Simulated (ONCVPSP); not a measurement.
# Transferability test, ONCV potential for palladium

ONCVPSP 4.0.1 input, shortened (lines: element, Z, core and valence counts, functional; n l f; lmax; l rc ep ncon nbas qcut; lloc lpopt rc5 dvloc0; l nproj debl; icmod fcfact rcfact), PBE, scalar-relativistic:

```
  Pd 46.00    6    3        4      upf
    1    0    2.00
    2    0    2.00
    2    1    6.00
    3    0    2.00
    3    1    6.00
    3    2   10.00
    4    0    2.00
    4    1    6.00
    4    2    8.00
    2
    0    1.50    0.00    4    9    7.10
    1    1.65    0.00    4    8    9.80
    2    1.70    0.00    4    9    8.20
    4    5    1.25    0.00
    0    2    1.40
    1    2    2.20
    2    1    2.90
    3    3.75    1.00
```

In the s channel the program set the typed energies aside and used -4.060, 0.250 Ha. In the p channel the program set the typed energies aside and used -2.796, 0.250 Ha.

Energies are relative to the spin-unpolarised reference configuration 4s2 4p6 4d8; without spin polarisation the order of configurations can differ from experiment.

(1) Give the all-electron excitation energy and the error of the potential for: 4s2 4p6 4d10; 4s2 4p6 4d9; 4s2 4p6 4d7; 4s2 4p6 4d9 5p1.

Levels in the configuration 4s2 4p6 4d9 5p1:

```tsv
level	all-electron (eV)	pseudo (eV)
4s	-90.602	-90.605
4p	-56.370	-56.368
4d	-8.534	-8.534
5p	-1.700	-1.700
```

Results:

(1)

| valence configuration | charge | ΔE all-electron (eV) | error AE − PS (meV) |
| --- | --- | --- | --- |
| 4s2 4p6 4d10 | 0 | -29.934 | -0.6 |
| 4s2 4p6 4d9 | +1 | -20.818 | +1.4 |
| 4s2 4p6 4d7 | +3 | 34.360 | +0.3 |
| 4s2 4p6 4d9 5p1 | 0 | -24.695 | +2.0 |
